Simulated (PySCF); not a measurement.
Isomers of C9H11F.

All values: PBE0/pcSseg-1 (PySCF) at GFN2-xTB geometries, gas phase, one conformer each.

(1) Rank by dipole moment, lowest first.
A. `[CH3:1][CH2:2][c:3]1[cH:4][cH:5][c:6]([F:7])[cH:8][c:9]1[CH3:10]` with C1–C2–C3–C4 88°
B. `[CH3:1][C@H:2]([F:3])[CH2:4][c:5]1[cH:6][cH:7][cH:8][cH:9][cH:10]1` with C1–C2–C4–C5 -69°, C2–C4–C5–C6 103°
C. `[CH3:1][C:2]([CH3:3])([F:4])[c:5]1[cH:6][cH:7][cH:8][cH:9][cH:10]1` with C1–C2–C5–C6 117°
D. `[CH:1]#[C:2][CH2:3][C@:4]1([CH:5]=[CH2:6])[CH2:7][C@H:8]([F:9])[CH2:10]1` with C2–C3–C4–C5 -179°, C3–C4–C5–C6 -83°, C3–C4–C7–C8 -128°, C4–C7–C8–F9 128°, C7–C8–C10–C4 -11°, C3–C4–C10–C8 128°

## Answers

(1) C (1.66 D), B (1.82 D), D (2.03 D), A (2.25 D).

All values together:

```
                   SMILES  μ (D)  HOMO (eV)  LUMO (eV)  lowest IAO charge (e)  highest IAO charge (e)  lowest Hirshfeld charge (e)  highest Hirshfeld charge (e)
           CCc1ccc(F)cc1C   2.25      -6.80      -0.28             -0.423 (C)              +0.291 (C)                   -0.116 (C)                    +0.082 (C)
       CC[C@H](F)c1ccccc1   1.68      -7.23      -0.34             -0.423 (C)              +0.179 (C)                   -0.124 (C)                    +0.068 (C)
CC1=C[C@@H]2C[C@H]1C=C2CF   1.82      -6.23      -0.14             -0.426 (C)              +0.160 (H)                   -0.119 (F)                    +0.047 (H)
     CC1=C(F)C/1=C\C1CCC1   2.35      -5.71       0.23             -0.442 (C)              +0.282 (C)                   -0.116 (C)                    +0.087 (C)
       C[C@H](F)Cc1ccccc1   1.82      -7.24      -0.36             -0.439 (C)              +0.199 (C)                   -0.129 (C)                    +0.069 (C)
         CC(C)(F)c1ccccc1   1.66      -7.21      -0.27             -0.429 (C)              +0.324 (C)                   -0.128 (C)                    +0.114 (C)
           CCCc1ccc(F)cc1   2.03      -6.92      -0.43             -0.418 (C)              +0.288 (C)                   -0.117 (C)                    +0.083 (C)
       Cc1cc(C)c(C)c(F)c1   1.75      -6.75      -0.14             -0.429 (C)              +0.284 (C)                   -0.121 (C)                    +0.080 (C)
C#CC[C@]1(C=C)C[C@H](F)C1   2.03      -7.54      -0.15             -0.325 (F)              +0.202 (H)                   -0.127 (F)                    +0.092 (H)
```

Conformers: `[CH3:1][CH2:2][c:3]1[cH:4][cH:5][c:6]([F:7])[cH:8][c:9]1[CH3:10]` with C1–C2–C3–C4 88°; `[CH3:1][CH2:2][C@H:3]([F:4])[c:5]1[cH:6][cH:7][cH:8][cH:9][cH:10]1` with C1–C2–C3–F4 66°, C2–C3–C5–C6 -75°; `[CH3:1][C:2]1=[CH:3][C@@H:4]2[CH2:5][C@H:6]1[CH:7]=[C:8]2[CH2:9][F:10]` with C7–C8–C9–F10 2°; `[CH3:1][C:2]1=[C:3]([F:4])[C:5]/1=[CH:6]\[CH:7]1[CH2:8][CH2:9][CH2:10]1` with C5–C6–C7–C8 -126°, C2–C3–C5–C6 179°, C6–C7–C8–C9 -131°, C7–C8–C9–C10 12°, C8–C9–C10–C7 -12°; `[CH3:1][C@H:2]([F:3])[CH2:4][c:5]1[cH:6][cH:7][cH:8][cH:9][cH:10]1` with C1–C2–C4–C5 -69°, C2–C4–C5–C6 103°; `[CH3:1][C:2]([CH3:3])([F:4])[c:5]1[cH:6][cH:7][cH:8][cH:9][cH:10]1` with C1–C2–C5–C6 117°; `[CH3:1][CH2:2][CH2:3][c:4]1[cH:5][cH:6][c:7]([F:8])[cH:9][cH:10]1` with C1–C2–C3–C4 180°, C2–C3–C4–C5 89°; `[CH:1]#[C:2][CH2:3][C@:4]1([CH:5]=[CH2:6])[CH2:7][C@H:8]([F:9])[CH2:10]1` with C2–C3–C4–C5 -179°, C3–C4–C5–C6 -83°, C3–C4–C7–C8 -128°, C4–C7–C8–F9 128°, C7–C8–C10–C4 -11°, C3–C4–C10–C8 128°.
